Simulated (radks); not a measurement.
All-electron atom: Sn22+ in [Ar] 3d10. Calculated with a radial shooting solver on a logarithmic mesh with Libxc functionals: scalar-relativistic Kohn-Sham, SCAN, spin-polarised, spherical densities, finite nucleus; meta-GGA in the generalised Kohn-Sham scheme; Fermi nuclear charge, rms radius 4.6519 fm. Some entries of the table are withheld. Estimate them.

| orbital | occ. | eigenvalue (eV) | <r> (bohr) |
|---|---|---|---|
| 1s | 2 | -29738.19 | 0.02905 |
| 2s | 2 | (1) | 0.1252 |
| 2p | 6 | -4607.260 | (2) |
| 3s | 2 | -1476.042 | 0.3336 |
| 3p | 6 | -1326.188 | 0.3306 |
| 3d | 10 | (3) | 0.3048 |

Answer. 
(1) 2s eigenvalue (eV): -5058.961
(2) 2p <r> (bohr): 0.1094
(3) 3d eigenvalue (eV): -1099.854
